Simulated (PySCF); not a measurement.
## Telling isomers of C₈H₈O₂ apart by NMR

Averaged over atoms made equivalent by symmetry, fast rotation or ring inversion, a single conformation, relativity neglected, in vacuum. Geometry: GFN2-xTB; NMR shieldings at PBE0/pcSseg-1/GIAO; PySCF.

Scale: TMS for ¹H and ¹³C (reference shieldings calculated alike). Where no couplings were computed, multiplicities follow the n + 1 count of equivalent neighbours, and m marks all less simple cases (inequivalent or close neighbours, rings, F or P nearby). Shifts are as computed. Against solution values, carbons near 30 ppm lie about +3 ppm off and those near 130 ppm about +5 ppm. Of 1211 compounds with measured shifts, 218 miss one by over three times the rms of a fit or turn the order of signals round; such compounds aren't used in these exercises. OH and NH positions are gas-phase values without hydrogen bonding to other molecules.

(1) Tabulate the signals of `C#C/C=C/C(=O)C(=C)OC`, `O=c1cccc(CO)cc1` and their relative energies.

(2) What is the quickest way to tell C#C/C=C/C(=O)C(=C)OC from O=c1cccc(CO)cc1?

## Answers

(1) 
```tsv
SMILES	carbon types	δC	δH	E rel. (kcal/mol)
C#C/C=C/C(=O)C(=C)OC	3×C 3×CH 1×CH2 1×CH3	187.6, 166.4, 140.7, 134.6, 103.1, 98.4, 88.0, 56.7	7.73 (d, 1H), 7.20 (m, 1H), 6.02 (br s, 1H), 4.55 (br s, 1H), 3.86 (s, 3H), 3.54 (d, 1H)	51.9
O=c1cccc(CO)cc1	2×C 5×CH 1×CH2	188.1, 157.0, 152.7, 151.9, 140.3, 138.1, 134.7, 71.1	7.50 (m, 1H), 7.36 (m, 1H), 7.15 (d, 1H), 7.14 (d, 1H), 6.81 (d, 1H), 4.80 (s, 2H), 0.49 (br s, 1H)	0.0
```

Energies are electronic energies at PBE0/pcSseg-1 on these geometries, without zero-point or thermal terms, each for the one conformer computed, which needn't be the lowest.

(2) Both give the same number of carbon signals, but DEPT or the intensities differ. The first has an alkyne carbon (C) at 88.0 ppm, the second an sp3 CH2 bonded to O, on an unsaturated ring at 71.1 ppm. Their most deshielded carbons lie at 187.6 and 188.1 ppm.
